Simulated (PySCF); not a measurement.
An unknown gives this computed stick spectrum. Method: TDDFT PBE0/def2-SVPD, vertical, gas phase, core orbitals frozen in the response in PySCF. Geometries: GFN2-xTB, one conformer each.

```
state  E (eV)       f  main configurations (H = HOMO, L = LUMO)
   S1    5.95   0.022                                 H→L (98%)
   S2    6.74   0.023                               H→L+1 (98%)
   S3    7.23  0.0037                               H-1→L (85%)
   S4    7.30   0.073                  H→L+3 (47%), H→L+2 (37%)
   S5    7.42   0.069                  H→L+2 (50%), H→L+3 (38%)
   S6    7.66   0.127                               H→L+4 (76%)
   S7    7.82   0.011     H→L+5 (36%), H-2→L (29%), H-4→L (15%)
   S8    7.85  0.0065      H→L+5 (55%), H-2→L (19%), H-4→L (9%)
```

Triplets computed (Tamm–Dancoff): 5.52, 6.35, 6.82 eV.

Orbital energies (eV): HOMO-3 -9.74, HOMO-2 -9.63, HOMO-1 -9.12, HOMO -7.83, LUMO -0.52, LUMO+1 0.07, LUMO+2 0.58.

Task: Which candidate is it? All have the formula C2H10F2Si3.
A. `FC[SiH2][C@H](F)[SiH2][SiH3]`
B. `F[SiH2][C@](F)([SiH3])C[SiH3]`
C. `FC(F)C([SiH3])([SiH3])[SiH3]`
D. `[SiH3][SiH](CC(F)F)[SiH3]`
E. `[SiH2]([SiH3])[Si@@H](C)C(F)F`

Result: B. Its S1, at 5.95 eV, is the lowest among the candidates; the nearest of the others has S1 at 6.35 eV. S1 is HOMO→LUMO (98%). Löwdin shares by element: HOMO carbon 40%, silicon 13% or more, fluorine 13% or more (atoms not listed hold the other 34%); LUMO silicon 30% or more, carbon 12% or more, hydrogen 10% or more, fluorine 9% or more (atoms not listed hold the other 39%). At the same level the other candidates give, for their lowest levels:
- `FC(F)C[SiH]([SiH3])[SiH3]`: 6.48 eV (f 0.109); 6.93 eV (f 0.009); 6.99 eV (f 0.176); 7.19 eV (f 0.004); 7.32 eV (f 0.025); T1 5.57 eV; HOMO -8.15, LUMO -0.58 eV
- `C[Si@H]([SiH2][SiH3])C(F)F`: 6.50 eV (f 0.034); 6.78 eV (f 0.021); 6.87 eV (f 0.233); 7.13 eV (f 0.019); 7.17 eV (f 0.032); T1 5.59 eV; HOMO -8.15, LUMO -0.61 eV
- `FC(F)C([SiH3])([SiH3])[SiH3]`: 7.68 eV (f 0.030); 7.79 eV (f 0.009); 7.87 eV (f 0.042); 7.98 eV (f 0.001); 8.02 eV (f 0.003); T1 7.26 eV; HOMO -8.89, LUMO -0.02 eV
- `FC[SiH2][C@H](F)[SiH2][SiH3]`: 6.35 eV (f 0.135); 6.64 eV (f 0.007); 6.92 eV (f 0.050); 7.16 eV (f 0.016); 7.40 eV (f 0.007); T1 5.75 eV; HOMO -8.03, LUMO -0.55 eV

The values belong to the conformer `[F:1][SiH2:2][C@:3]([F:4])([SiH3:5])[CH2:6][SiH3:7]`: F1–Si2–C3–F4 -172°, Si2–C3–C6–Si7 -67°.
